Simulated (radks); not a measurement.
All-electron atom: the caesium ion Cs2+ in [Kr] 4d10 5s2 5p4.75 6p0.25 (fractional occupations, a model configuration).

Method: Dirac Kohn-Sham, LDA (Slater exchange, VWN5 correlation), spin-unpolarised, spherical densities, point nucleus; open shells fill j = l - 1/2 first; computed with a radial shooting solver on a logarithmic mesh with Libxc functionals.

Energy parts (eV):
total: -211786.64
kinetic: 225494.88
electron-nucleus: -514216.54
Hartree: 81994.91
exchange-correlation: -5059.89

Orbitals (lengths in bohr, moments of r in powers of bohr; <r^-3> diverges for s and p1/2):
\begin{tabular}{lrrrr}
orbital & occ. & eigenvalue (eV) & <r> & <r^-3> \\ \hline
1s1/2 & 2 & -35752.14 & 0.02613 & - \\
2s1/2 & 2 & -5622.797 & 0.1118 & - \\
2p1/2 & 2 & -5293.322 & 0.09407 & - \\
2p3/2 & 4 & -4941.509 & 0.09996 & 5919 \\
3s1/2 & 2 & -1183.218 & 0.2991 & - \\
3p1/2 & 2 & -1045.341 & 0.2890 & - \\
3p3/2 & 4 & -977.9501 & 0.3008 & 1161 \\
3d3/2 & 4 & -734.7868 & 0.2715 & 187.8 \\
3d5/2 & 6 & -720.4630 & 0.2752 & 172.6 \\
4s1/2 & 2 & -237.9451 & 0.6948 & - \\
4p1/2 & 2 & -188.4372 & 0.7204 & - \\
4p3/2 & 4 & -174.5584 & 0.7484 & 239.4 \\
4d3/2 & 4 & -93.9169 & 0.8299 & 30.84 \\
4d5/2 & 6 & -91.6128 & 0.8403 & 28.06 \\
5s1/2 & 2 & -44.0335 & 1.695 & - \\
5p1/2 & 2 & -31.3316 & 1.919 & - \\
5p3/2 & 2.75 & -29.4402 & 1.998 & 32.50 \\
6p1/2 & 0.25 & -9.7602 & 4.732 & - \\
6p3/2 & 0 & -9.4333 & 4.880 & 5.694 \\
\end{tabular}

The highest occupied level is 6p1/2 at -9.760 eV. The density falls to 0.001 e/bohr^3 at r = 3.92 bohr.

Run on one thread of a shared host, so times are rough (Intel(R) Xeon(R) Platinum 8259CL CPU @ 2.50GHz): 0.22 s of CPU time, 0.22 s wall, 14 iterations on 2587 mesh points.
